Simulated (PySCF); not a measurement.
**Working out the ionisation energy of Sc**

Sc [Ar] 3d1 4s2 (2D) → Sc⁺ [Ar] 3d1 4s1 (3D). Computed with PySCF 2.14 in x2c-SVPall, with scalar relativity by spin-free X2C-1e. Frozen: [Ar]. Energies in hartree (1 hartree = 27.21139 eV):

```
             part   Sc (lower)  Sc⁺ (upper)
              UHF  -763.162199  -762.963536
MP2 opposite-spin    -0.021930     0.000000
    MP2 same-spin    -0.001792    -0.001662
```

Question: What does Hartree-Fock give?

Answer: (-762.963536) − (-763.162199) = 0.198663 hartree = 5.406 eV.

Question: What do MP2 and SCS-MP2 (6/5 opposite-spin, 1/3 same-spin) give?

Answer: The opposite-spin parts differ by 0.597 eV and the same-spin parts by 0.004 eV. MP2: 5.406 + (0.597) + (0.004) = 6.007 eV. SCS-MP2: 5.406 + 1.2 × (0.597) + (0.004)/3 = 6.124 eV.

Measured between the centres of the two terms (NIST): 6.562 eV, so MP2 (valence) is off by -0.555 eV.

A double-zeta basis recovers only part of the correlation energy.

What remains against the reference includes basis incompleteness, the frozen core and correlation beyond second order.
